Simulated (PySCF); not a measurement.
CH8Cl2Si3, SMILES Cl[Si](C[SiH3])([SiH3])Cl.

The structure is a stationary point at B3LYP-D3(BJ)/def2-SVP. The structure was generated by enumeration, and PubChem lists no compound with its InChIKey, so it may never have been made. One conformer was computed; it need not be the lowest.

Two levels are set side by side: TDA-PBE/def2-SVPD (PySCF) and TDA-B3LYP/def2-SVPD (PySCF). Vertical, same geometry. The lowest singlet is HOMO→LUMO 95 % with PBE and HOMO→LUMO 95 % with the other functional; states are paired by order. Differences are taken from unrounded values.

| quantity | TDA-B3LYP |
|---|---|
| lowest singlet excitation (eV) | 6.41 |
| lowest triplet excitation (TDA) (eV) | 5.79 |
| first bright state (f over 0.05) (eV) | 6.97 |
| its oscillator strength | 0.12 |

Question: What does TDA-PBE give, and how far is it from TDA-B3LYP? (Estimate from the structure and the level; the computed values follow.)

Answer: 
```json
[
 {"quantity": "lowest singlet excitation (eV)", "TDA-PBE": "5.91", "TDA-PBE minus TDA-B3LYP": "-0.50"},
 {"quantity": "lowest triplet excitation (TDA) (eV)", "TDA-PBE": "5.38", "TDA-PBE minus TDA-B3LYP": "-0.42"},
 {"quantity": "first bright state (f over 0.05) (eV)", "TDA-PBE": "6.36", "TDA-PBE minus TDA-B3LYP": "-0.61"},
 {"quantity": "its oscillator strength", "TDA-PBE": "0.07", "TDA-PBE minus TDA-B3LYP": "-0.05"}
]
```

Functionals without exact exchange tend to place singlet excitations lower, as here. Differences between two approximate levels are no errors against the true value.

Rough cost on one machine, each run with all the roots and properties that it gave: TDA-B3LYP against TDA-PBE about 3 times.
